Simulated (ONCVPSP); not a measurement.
lithium (Li) ONCV: all-electron and pseudo phase curves

Li (Z = 3), optimised norm-conserving Vanderbilt (ONCV), made with ONCVPSP 4.0.1 (LDA (Perdew-Zunger), scalar-relativistic). Core [He], reference 2p1. Waves: s scattering state at 0.39 Ha: rc 3.25 bohr, ncon 4, nbas 9, qcut 1.7 1/bohr, 1 projector; 2p: rc 4.00 bohr, ncon 3, nbas 7, qcut 1.9 1/bohr, 2 projectors, debl 2.7 Ha. Local part: polynomial inside 2.20 bohr (lpopt 3, dvloc0 2 Ha). Core correction: Teter function, fcfact 5.75, rcfact 1.1.

In the s channel the program set the typed energies aside and used 0.050 Ha.

The phase is arctan(r·R′/R) of the radial function R(r), unwrapped; energies in Ha, scanned from -2 to 5 Ha. A pole is an energy at which the radial function vanishes at the test radius. The pseudo phase is shifted by a multiple of π to meet the all-electron one at the reference energy, and phase errors are pseudo minus all-electron; the curves can meet again beyond the range given. Levels narrower than the energy grid can be missing from the lists of poles. Where the grid stepped over a known ghost or core level, its pole and its step of π were put in at the level’s energy.

| channel | radius (bohr) | reference energy (Ha) | poles, all-electron | poles, pseudo | unbroken range about the reference energy with phases within 0.05 rad | phase error 1 Ha above the reference energy (rad) |
| --- | --- | --- | --- | --- | --- | --- |
| s | 3.30 | 0.05 | -1.93, 0.31, 2.23 | 0.30, 1.48, 4.12 | -1.9 to 0.5 | -1.073 |
| p | 4.07 | -0.06 | 0.15, 1.14, 2.77 | 0.23, 2.75, 3.62 | -0.1 to 0.1 | +2.484 |

Phases in the s channel:

```csv
E (Ha),all-electron,pseudo
-1.98,4.518,1.378
-1.80,1.367,1.365
-1.62,1.351,1.349
-1.44,1.331,1.329
-1.26,1.305,1.303
-1.08,1.271,1.268
-0.90,1.220,1.217
-0.72,1.138,1.132
-0.54,0.978,0.967
-0.36,0.552,0.528
-0.18,-0.557,-0.575
0.00,-1.232,-1.233
0.18,-1.471,-1.473
0.36,-1.605,-1.618
0.54,-1.724,-1.776
0.72,-1.890,-2.184
0.90,-2.307,-3.951
1.08,-3.594,-4.476
1.26,-4.272,-4.619
1.44,-4.472,-4.699
1.62,-4.566,-4.764
1.80,-4.624,-4.836
1.98,-4.665,-4.942
2.16,-4.700,-5.172
2.34,-4.731,-6.040
2.52,-4.764,-7.223
2.70,-4.801,-7.534
2.88,-4.851,-7.650
3.06,-4.931,-7.712
3.24,-5.105,-7.752
3.42,-5.741,-7.781
3.60,-7.133,-7.803
3.78,-7.526,-7.823
3.96,-7.654,-7.840
4.14,-7.718,-7.856
4.32,-7.757,-7.872
4.50,-7.785,-7.889
4.68,-7.807,-7.908
4.86,-7.826,-7.931
```
